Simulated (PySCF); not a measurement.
F₂HS, charge +1.

```xyz
4

F     -0.0312    -0.4721    -1.1812
S      0.1092     0.4735     0.0000
F     -0.0312    -0.4721     1.1812
H     -1.1856     0.9216     0.0000
```
Charge +1, spin multiplicity 1.

The structure is a stationary point at PBE0-D3(BJ)/def2-TZVP. The isomer is the one that the SMILES or the coordinates give; other isomers of the formula were not compared.

Method: PySCF with PBE0/pcSseg-2. Non-relativistic, no solvent.

Computed absolute GIAO shielding of each atom: isotropic value and principal components (ppm):
```tsv
atom	σ(iso)	σ11	σ22	σ33	span
F1	261.4	11.3	220.5	552.4	541.1
S2	-119.1	-297.9	-104.9	45.7	343.6
F3	261.4	11.3	220.5	552.4	541.1
H4	20.3	17.5	19.2	24.1	6.5
```
